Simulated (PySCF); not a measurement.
**Static response to an electric field**

Species: C5H5ClF2O.
Structure used (PBE0-D3(BJ)/def2-SVP), in Å, numbered top down from 1:
```xyz
14
C5H5ClF2O angstrom
F     -1.2339   -0.3065   -1.5797
C     -1.1288    0.2191   -0.3161
C      0.0416    1.1774   -0.2444
C      1.3162    0.4008   -0.2571
Cl     2.7654    1.2489   -0.6671
C      1.3546   -0.9017    0.0407
O      0.2570   -1.6308    0.3870
C     -0.9140   -0.9471    0.6384
F     -0.8899   -0.4298    1.9048
H     -2.0742    0.7247   -0.0628
H     -0.0057    1.8625   -1.1044
H     -0.0324    1.7893    0.6707
H      2.2635   -1.5028    0.0191
H     -1.7246   -1.6880    0.5740
```

Level: PBE0/def2-SVPD (PySCF), static field, nuclei fixed, core orbitals frozen in the response. The polarisability tensor in these axes (au):

```
x   84.42  7.89 -5.99
y    7.89 79.87 -6.30
z   -5.99 -6.30 61.93
```

**Question.** What are the eigenvalues, a third of the trace, and Δα (Δα² = ½Σ(αi − αj)² over the three pairs)?

**Answer.** Principal values 59.41, 74.06 and 92.75 au; mean 75.41 au = 11.17 Å³ = 12.43 × 10⁻⁴⁰ C²·m²/J; Δα = 28.94 au (38 % of the mean).

**Question.** What is the dipole moment, and where does it point?

**Answer.** (-1.40, 0.51, 0.31) D, 1.52 D in size, pointing from the negative to the positive side. Measured along this direction, the outermost atoms are H13 at the negative end and H10 at the positive end.

**Question.** Find the Langevin capture rate constant for NO+ (29.998 u) meeting this molecule (154.000 u), k = 2.342 × 10⁻⁹ cm³/s × √(α in Å³ / reduced mass in u).

**Answer.** The reduced mass is 25.11 u, so k = 1.56 × 10⁻⁹ cm³/s. The formula leaves out the permanent dipole, which adds to the capture rate.

**Question.** Form Σ f/ω² (atomic units) for the 6 lowest TDDFT singlets, given as eV and f, and set it beside the mean polarisability, which is this sum over all singlets: 5.83, 0.0020; 6.25, 0.2096; 6.62, 0.0142; 7.10, 0.0068; 7.18, 0.0056; 7.30, 0.0059.

**Answer.** They add up to 4.52 au, 6.0 % of the 75.41 au; the largest single term is 3.98 au, from the state at 6.25 eV. Terms in order: 0.04, 3.98, 0.24, 0.10, 0.08, 0.08 au. Higher excitations give the rest. The strengths listed sum to 0.244.

**Question.** Orientational against electronic polarisability at 400 K (dilute gas, rigid molecules)?

**Answer.** In Gaussian units μ²/3kT = 14.02 Å³ against 11.17 Å³, a ratio of 1.25; the Debye molar polarisation (4π/3)N_A(α + μ²/3kT) is 63.6 cm³/mol, leaving out the vibrational part.

Geometry: PBE0-D3(BJ)/def2-SVP, one conformer, isolated molecule.
